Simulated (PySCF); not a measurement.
**MBr2+ across group 13**

Level: PBE0, basis family def2-TZVP, scalar-relativistic core potentials from Rb on and no relativity for lighter atoms.

Each entry is the lowest minimum that a search over a few typed start shapes (and spin states, where more than one is plausible) found, or that minimum re-optimised at the stated level; isomers with ligand–ligand bonds, or fragments after loss of a ligand pair, can lie lower. Open shells are unrestricted; no spin–orbit coupling; PySCF with density fitting.

```tsv
molecule	2S+1	point group	mean bond to the central atom (Å)	polar-tensor charge of the central atom	gap (eV)	lowest ω (cm⁻¹)
BBr₂⁺	1	D∞h	1.761	1.01	7.41	279
AlBr₂⁺	1	D∞h	2.149	1.36	6.36	118
GaBr₂⁺	1	D∞h	2.168	1.22	6.06	90
InBr₂⁺	1	D∞h	2.345	1.29	5.35	68
TlBr₂⁺	1	D∞h	2.387	1.17	4.89	66
```

The bond lengthens at every step; the largest change, 0.388 Å, falls between BBr₂⁺ and AlBr₂⁺ among the members listed.

Spin–orbit coupling can matter for TlBr₂⁺.

Left out of the table are members whose search was unfinished or whose lowest solution was spin-contaminated, unstable, very soft or bonded differently.
